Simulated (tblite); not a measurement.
Compound: C2H9OSi2 (doublet state).
Structure used (GFN2-xTB), in Å, numbered top down from 1:
```xyz
14
C2H9OSi2 angstrom
C     -2.1735    1.0701   -0.1068
O     -0.9367    0.4775    0.1192
Si    -0.5892   -0.7758    1.0927
C      1.2329   -0.9859    0.8335
Si     2.3971   -0.0059   -0.2356
H     -2.5879    1.4814    0.8180
H     -2.8879    0.3483   -0.5128
H     -2.0363    1.8786   -0.8264
H     -1.3641   -1.9681    0.7061
H     -0.9420   -0.4642    2.4892
H      1.6717   -1.7892    1.4098
H      3.2863   -0.9396   -0.9444
H      1.6888    0.8251   -1.2040
H      3.2403    0.8471    0.6193
```

Method: GFN2-xTB as coded in tblite; computed harmonic values from a numerical Hessian at the method's own geometry, unscaled. Against measured fundamentals such values can be off by several per cent, at times by over 20. Modes of hydrogen on silicon can be 10 to 20 % off. One conformer, not necessarily the lowest. Open shells enter through the occupations alone, without spin polarisation, and single modes of such species can be off by tens of per cent. The optimisation stopped once no atom felt more than 0.01 eV/Å.

Lowest wavenumbers of the output (negative numbers stand for imaginary wavenumbers):
```
mode    cm-1
  1     -38.6
  2      55.5
  3      88.1
  4      97.2
  5     106.6
  6     206.4
  7     299.2
  8     424.8
  9     467.7
 10     503.8
```

Task: Is this structure a minimum?

Result: Not by this Hessian. 1 mode is imaginary beyond 20i (39i cm⁻¹), so at this level the point lies at or near a first-order saddle. The curvature is small, so loose convergence or finite differences may be the whole cause.

Task: Which atoms move in the imaginary mode?

Result: 39i: H14 (hydrogen on silicon) 35 %, H12 (hydrogen on silicon) 30 %, H13 (hydrogen on silicon) 29 %. These are shares of the mass-weighted motion.

Task: What is the remedy?

Result: Step along that mode in both directions, optimise again with tighter thresholds and repeat the frequencies. The zero-point energy of this point (59.4 kcal/mol) counts the 35 real modes alone, and thermal corrections from it aren't those of a minimum.

The run took 0.3 s on one thread, Arm Neoverse V2 (aarch64), shared host. The figure is for the frequency step alone.
